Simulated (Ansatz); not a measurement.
A run for Ansatz (a first-principles code): R-wB97X-V/def2-TZVPP on H4Sn (SMILES [SnH4]). Elements past Kr take the def2 small-core potentials; no spin–orbit coupling.

Ansatz 0.2 input:
```yaml
crystal:
  periodic: [false, false, false]
  atoms:
    - {symbol: Sn, position_ang: [0.00000000, 0.00000000, 0.00000000]}
    - {symbol: H, position_ang: [1.29430055, 0.69599306, -0.85237398]}
    - {symbol: H, position_ang: [0.59901671, -0.85420544, 1.34077354]}
    - {symbol: H, position_ang: [-1.05119447, 1.22401376, 0.53192307]}
    - {symbol: H, position_ang: [-0.84212279, -1.06580137, -1.02032263]}
basis:
  gaussian:
    orbitals: def2-TZVPP
hamiltonian:
  xc: {name: wB97X-V}
accuracy: high
phonons: {}
scf: {lower_state_search: off}
```

Q: Predict the final total energy.

A: -216.6488 hartree.

Q: How many basis functions does it have, and what does it roughly cost on one machine?

A: 106 functions; very roughly 90 core-seconds.
